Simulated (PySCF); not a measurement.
Orbital gap (eV) of eight boron compounds: PBE beside r2SCAN, computed with PySCF for isolated molecules in the bases named; differences from unrounded values. The eight are the first of their class met in an unordered collection, after screening for sound electronic states; none was chosen by its value. Each molecule has one DFT geometry for both levels.

```
molecule                                                  basis  r2SCAN   PBE  difference
----------------------------------------------------  ---------  ------  ----  ----------
C3H7BO2, SMILES COB(C)C=O                             def2-TZVP    2.75  2.29       -0.46
C3H5BO, SMILES OB1C=CC1                               def2-TZVP    5.25  4.82       -0.43
C3H7BFN, SMILES C(/F)=C/B(N)C                         def2-TZVP    5.04  4.62       -0.43
C3H7BF2O, SMILES F[C@@H](B(F)O)CC                     def2-TZVP    7.26  6.45       -0.82
C₂H₆BFO₂, SMILES C(O)B(CO)F                           def2-TZVP    5.26  4.54       -0.72
cyanomethylboronic acid (C2H4BNO2), SMILES N#CCB(O)O  def2-TZVP    7.95  7.36       -0.58
C4H5BO, SMILES C#CB1COC1                              def2-TZVP    3.34  2.80       -0.55
C3H6BFO2, SMILES C=C(OC)B(O)F                         def2-TZVP    4.53  4.11       -0.42
```

PBE lies below r2SCAN in 8 and above it in 0 of the eight; the mean signed difference is -0.55 and the largest -0.82 eV.
